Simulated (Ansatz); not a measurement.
Ansatz (a program for electronic structure) input (B3LYP-D3(BJ)/def2-TZVP):

Ansatz 0.2 input:
```yaml
crystal:
  periodic: [false, false, false]
  atoms:
    - {symbol: S, position_ang: [0.06884914, -0.00016779, 0.00091141]}
    - {symbol: H, position_ang: [-1.27690035, 0.00311193, -0.01690334]}
    - {symbol: H, position_ang: [0.04728824, 1.48098897, 0.01190052]}
    - {symbol: H, position_ang: [0.04036881, -1.48120260, -0.01074014]}
    - {symbol: H, position_ang: [0.02419628, -0.01138032, 1.48155026]}
    - {symbol: H, position_ang: [0.06346077, 0.01116670, -1.48038987]}
basis:
  gaussian:
    orbitals: def2-TZVP
hamiltonian:
  xc: b3lyp
  dispersion: d3bj
magnetization: {spin_polarized: true, initial_magnetization: 1}
phonons: {temperatures: {t_min: 298.15, t_max: 298.15, t_step: 100}}
```

Output:

```
Functional definition: B3LYP
integrals: 0.01 GiB planned
491 factors; their error is unknown
mean field: 0.17 GiB planned
mean field evaluation 1: about -10911.8205 eV, gradient 7.0e0 eV
mean field evaluation 2: about -10912.0457 eV, gradient 5.4e0 eV
mean field evaluation 4: about -10912.2014 eV, gradient 2.9e-1 eV
mean field evaluation 8: about -10912.2123 eV, gradient 9.9e-2 eV
mean field evaluation 16: about -10912.2124 eV, gradient 1.1e-5 eV
mean field -10912.21236143 eV, -401.0164077192 hartree, gradient 1.1e-5 eV, S^2 0.754122; 0 other end points of the search recorded, 0 dependent functions left out
the calculation of the forces begins
reference -10912.21254397 eV, -401.0164144277 hartree; 11, 10 occupied and 56, 57 virtual orbitals, 491 factors
these checks for a lower state are left out or cut short: stability, starts, cluster_reference, orbital_swaps, neighbouring_geometries, increment
integrals: 0.01 GiB planned
491 factors; their error is unknown
mean field: 0.17 GiB planned
mean field -10912.21226215 eV, -401.0164040707 hartree, gradient 2.8e-6 eV, S^2 0.754122; 0 other end points of the search recorded, 0 dependent functions left out
the calculation of the forces begins
reference -10912.21244475 eV, -401.0164107812 hartree; 11, 10 occupied and 56, 57 virtual orbitals, 491 factors
these checks for a lower state are left out or cut short: stability, starts, cluster_reference, orbital_swaps, neighbouring_geometries, increment
integrals: 0.01 GiB planned
491 factors; their error is unknown
mean field: 0.17 GiB planned
mean field -10912.21226254 eV, -401.0164040853 hartree, gradient 1.9e-6 eV, S^2 0.754123; 0 other end points of the search recorded, 0 dependent functions left out
the calculation of the forces begins
reference -10912.21244504 eV, -401.0164107918 hartree; 11, 10 occupied and 56, 57 virtual orbitals, 491 factors
these checks for a lower state are left out or cut short: stability, starts, cluster_reference, orbital_swaps, neighbouring_geometries, increment
integrals: 0.01 GiB planned
491 factors; their error is unknown
mean field: 0.17 GiB planned
mean field evaluation 32: about -10912.2123 eV, gradient 1.0e-4 eV
mean field -10912.21232711 eV, -401.0164064582 hartree, gradient 2.3e-6 eV, S^2 0.754125; 0 other end points of the search recorded, 0 dependent functions left out
the calculation of the forces begins
reference -10912.21250963 eV, -401.0164131655 hartree; 11, 10 occupied and 56, 57 virtual orbitals, 491 factors
these checks for a lower state are left out or cut short: stability, starts, cluster_reference, orbital_swaps, neighbouring_geometries, increment
integrals: 0.01 GiB planned
491 factors; their error is unknown
mean field: 0.17 GiB planned
mean field -10912.21233159 eV, -401.0164066228 hartree, gradient 2.4e-6 eV, S^2 0.754120; 0 other end points of the search recorded, 0 dependent functions left out
the calculation of the forces begins
reference -10912.21251417 eV, -401.0164133325 hartree; 11, 10 occupied and 56, 57 virtual orbitals, 491 factors
these checks for a lower state are left out or cut short: stability, starts, cluster_reference, orbital_swaps, neighbouring_geometries, increment
integrals: 0.01 GiB planned
491 factors; their error is unknown
mean field: 0.17 GiB planned
mean field -10912.21235394 eV, -401.0164074441 hartree, gradient 2.5e-6 eV, S^2 0.754121; 0 other end points of the search recorded, 0 dependent functions left out
the calculation of the forces begins
reference -10912.21253648 eV, -401.0164141523 hartree; 11, 10 occupied and 56, 57 virtual orbitals, 491 factors
these checks for a lower state are left out or cut short: stability, starts, cluster_reference, orbital_swaps, neighbouring_geometries, increment
integrals: 0.01 GiB planned
491 factors; their error is unknown
mean field: 0.17 GiB planned
mean field -10912.21235177 eV, -401.0164073644 hartree, gradient 2.2e-6 eV, S^2 0.754123; 0 other end points of the search recorded, 0 dependent functions left out
the calculation of the forces begins
reference -10912.21253433 eV, -401.0164140733 hartree; 11, 10 occupied and 56, 57 virtual orbitals, 491 factors
these checks for a lower state are left out or cut short: stability, starts, cluster_reference, orbital_swaps, neighbouring_geometries, increment
integrals: 0.01 GiB planned
491 factors; their error is unknown
mean field: 0.17 GiB planned
mean field -10912.21233491 eV, -401.0164067448 hartree, gradient 2.6e-6 eV, S^2 0.754115; 0 other end points of the search recorded, 0 dependent functions left out
the calculation of the forces begins
reference -10912.21251746 eV, -401.0164134534 hartree; 11, 10 occupied and 56, 57 virtual orbitals, 491 factors
these checks for a lower state are left out or cut short: stability, starts, cluster_reference, orbital_swaps, neighbouring_geometries, increment
integrals: 0.01 GiB planned
491 factors; their error is unknown
mean field: 0.17 GiB planned
mean field evaluation 64: about -10912.2123 eV, gradient 1.0e-4 eV
mean field -10912.21234454 eV, -401.0164070988 hartree, gradient 2.5e-6 eV, S^2 0.754130; 0 other end points of the search recorded, 0 dependent functions left out
the calculation of the forces begins
reference -10912.21252709 eV, -401.0164138072 hartree; 11, 10 occupied and 56, 57 virtual orbitals, 491 factors
these checks for a lower state are left out or cut short: stability, starts, cluster_reference, orbital_swaps, neighbouring_geometries, increment
integrals: 0.01 GiB planned
491 factors; their error is unknown
mean field: 0.17 GiB planned
mean field -10912.21232363 eV, -401.0164063301 hartree, gradient 1.8e-6 eV, S^2 0.754112; 0 other end points of the search recorded, 0 dependent functions left out
the calculation of the forces begins
reference -10912.21250618 eV, -401.0164130388 hartree; 11, 10 occupied and 56, 57 virtual orbitals, 491 factors
these checks for a lower state are left out or cut short: stability, starts, cluster_reference, orbital_swaps, neighbouring_geometries, increment
integrals: 0.01 GiB planned
491 factors; their error is unknown
mean field: 0.17 GiB planned
mean field -10912.21233743 eV, -401.0164068374 hartree, gradient 1.6e-6 eV, S^2 0.754133; 0 other end points of the search recorded, 0 dependent functions left out
the calculation of the forces begins
reference -10912.21251997 eV, -401.0164135458 hartree; 11, 10 occupied and 56, 57 virtual orbitals, 491 factors
these checks for a lower state are left out or cut short: stability, starts, cluster_reference, orbital_swaps, neighbouring_geometries, increment
integrals: 0.01 GiB planned
491 factors; their error is unknown
mean field: 0.17 GiB planned
mean field -10912.21235158 eV, -401.0164073574 hartree, gradient 2.1e-6 eV, S^2 0.754121; 0 other end points of the search recorded, 0 dependent functions left out
the calculation of the forces begins
reference -10912.21253412 eV, -401.0164140656 hartree; 11, 10 occupied and 56, 57 virtual orbitals, 491 factors
these checks for a lower state are left out or cut short: stability, starts, cluster_reference, orbital_swaps, neighbouring_geometries, increment
integrals: 0.01 GiB planned
491 factors; their error is unknown
mean field: 0.17 GiB planned
mean field -10912.21235020 eV, -401.0164073067 hartree, gradient 1.9e-6 eV, S^2 0.754123; 0 other end points of the search recorded, 0 dependent functions left out
the calculation of the forces begins
reference -10912.21253275 eV, -401.0164140154 hartree; 11, 10 occupied and 56, 57 virtual orbitals, 491 factors
Total energy: -10912.33153719 eV, -401.0207873478 hartree
Atom 0 at     0.068849    -0.000168     0.000911 Å, force    -0.000077     0.000000    -0.000001 eV/Å
Atom 1 at    -1.276900     0.003112    -0.016903 Å, force     0.000043    -0.000000     0.000001 eV/Å
Atom 2 at     0.047288     1.480989     0.011901 Å, force     0.000008    -0.000007     0.000000 eV/Å
Atom 3 at     0.040369    -1.481203    -0.010740 Å, force     0.000008     0.000007     0.000000 eV/Å
Atom 4 at     0.024196    -0.011380     1.481550 Å, force     0.000009     0.000000    -0.000007 eV/Å
Atom 5 at     0.063461     0.011167    -1.480390 Å, force     0.000009    -0.000000     0.000007 eV/Å
Dipole moment:    -0.140285     0.000342    -0.001857 e Å
Vibrations: 1034.98 1091.31 1111.99 1112.00 1211.69 1239.22 1239.23 1559.03 1559.04 1773.67 1800.21 2558.62 cm⁻¹, zero-point energy 1.071906 eV
```
